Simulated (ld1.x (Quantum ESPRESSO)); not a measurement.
Pseudopotential generation for vanadium: RRKJ, LDA (PZ), scalar-relativistic.

| Item | Value |
| --- | --- |
| Element | vanadium |
| Generator | ld1.x (Quantum ESPRESSO) 7.5 |
| Type | norm-conserving RRKJ (Kleinman–Bylander form) |
| Functional | LDA (PZ) |
| Relativity | scalar-relativistic |
| Frozen core | [Ar] |
| Valence charge | 5 |
| Reference configuration | 3d3 4s1.75 4p0.25 |
| Partial waves | 4p (bound): rc 3.95 bohr; 3d (bound): rc 1.40 bohr; 4s (bound): rc 2.50 bohr |
| Local potential | the s channel |
| Core correction | a·sin(br)/r model core inside 1.06 bohr |
| rho0 | 0.001 |

All-electron outer shells of the reference configuration (LDA (PZ), scalar-relativistic, ld1.x):

```csv
shell,level (eV),outermost node (bohr),outermost maximum (bohr)
3s,-70.20,0.38,0.82
3p,-44.32,0.35,0.84
3d,-5.73,–,0.88
4s,-5.08,1.17,2.72
4p,-1.72,1.30,3.59
```

Results:

* Cutoffs needed: 80 Ry and 90 Ry (the cutoffs (Ry, on a coarse ladder) from which the occupation-weighted sum of valence levels, in a spherical-Bessel basis at the reference potential, stays within 10 and 1 mRy of its value at 400 Ry)
* Ghost test: no extra level below or beside the all-electron valence levels (p, d, s, f tested) (spherical-Bessel basis up to 400 Ry, 20 bohr box)
* Largest excitation error: -361 meV (all-electron minus pseudo) for 3d4 4s0 4p0, out of 7 test configurations

Generation and tests took about 1.3 s on one core of a shared server CPU.
